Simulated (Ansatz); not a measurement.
A structure relaxed at PBE-D4/def2-SVP in Ansatz, charge 0, singlet:

```xyz
15

Hg    3.0021   -2.1041   -0.5676
Hg   -0.1170   -1.8345   -3.2655
Hg   -2.8781   -1.1284   -0.8569
Hg   -0.3732    3.8540    1.5453
Hg    0.3996    0.7957   -0.5640
Hg   -1.4092    0.2975    3.0745
Te   -2.2724   -0.2444   -3.2976
Te    0.4878   -1.7572    0.3191
Te   -2.2055    1.9257    1.0933
Br    5.3914   -2.3727   -1.1266
Br   -3.4205   -1.9203    1.4599
Br    1.1596    5.6752    2.2069
Br    1.9481   -3.2022   -3.5590
Br   -0.6584   -1.0935    4.9638
Br    0.9456    3.1094   -1.4256
```

Problem. Give its formula.

Solution. Hg₆Te₃Br₆.

Problem. Summarise the bond lengths by kind (pairs closer than 1.2 times the sum of covalent radii, bridged metal pairs left out).

Solution. 6 × Hg–Te 2.67 to 2.70 Å; 6 × Br–Hg 2.46 to 2.53 Å.

In the def2 sets Hg, Te take a core potential; there is no spin–orbit coupling. Single mean-field runs in def2-SVP are fitted with def2-universal-jkfit. Another isomer (singlet) lies 0.51 eV lower at PBE0-D4/def2-TZVP; other spin states weren't run for this one.
